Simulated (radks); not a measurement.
Effect of the nuclear size on the rubidium ion Rb+, [Kr]. Calculated with a radial shooting solver on a logarithmic mesh with Libxc functionals: Dirac Kohn-Sham, PBE, spin-unpolarised, spherical densities, finite nucleus; Fermi nuclear charge, rms radius 4.2036 fm. The rms radius is varied about that value; shifts are against it.

[
 {"rms radius (fm)": "3.6403", "total energy shift (eV)": "-0.181", "density at nucleus (e/bohr^3)": "5.561e+04", "1s1/2 shift (meV)": "-76.6", "2s1/2 shift (meV)": "-7.84", "3s1/2 shift (meV)": "-1.27", "3p1/2 shift (meV)": "0.115", "4s1/2 shift (meV)": "-0.155"},
 {"rms radius (fm)": "4.0228", "total energy shift (eV)": "-0.0606", "density at nucleus (e/bohr^3)": "5.514e+04", "1s1/2 shift (meV)": "-25.7", "2s1/2 shift (meV)": "-2.63", "3s1/2 shift (meV)": "-0.425", "3p1/2 shift (meV)": "0.039", "4s1/2 shift (meV)": "-0.052"},
 {"rms radius (fm)": "4.2036", "total energy shift (eV)": "0", "density at nucleus (e/bohr^3)": "5.494e+04", "1s1/2 shift (meV)": "0.000", "2s1/2 shift (meV)": "0.000", "3s1/2 shift (meV)": "0.000", "3p1/2 shift (meV)": "0.000", "4s1/2 shift (meV)": "0.000"},
 {"rms radius (fm)": "4.4264", "total energy shift (eV)": "0.0780", "density at nucleus (e/bohr^3)": "5.47e+04", "1s1/2 shift (meV)": "33.1", "2s1/2 shift (meV)": "3.39", "3s1/2 shift (meV)": "0.547", "3p1/2 shift (meV)": "-0.050", "4s1/2 shift (meV)": "0.067"},
 {"rms radius (fm)": "4.956", "total energy shift (eV)": "0.278", "density at nucleus (e/bohr^3)": "5.418e+04", "1s1/2 shift (meV)": "118", "2s1/2 shift (meV)": "12.1", "3s1/2 shift (meV)": "1.95", "3p1/2 shift (meV)": "-0.178", "4s1/2 shift (meV)": "0.239"}
]

Slopes of the eigenvalues against <r^2> in GHz/fm^2, as finite differences over the two radii next to the reference (eigenvalue slopes, not the field-shift constants of lines): 1s1/2 4170, 2s1/2 427, 3s1/2 68.9, 3p1/2 -6.28, 4s1/2 8.44.
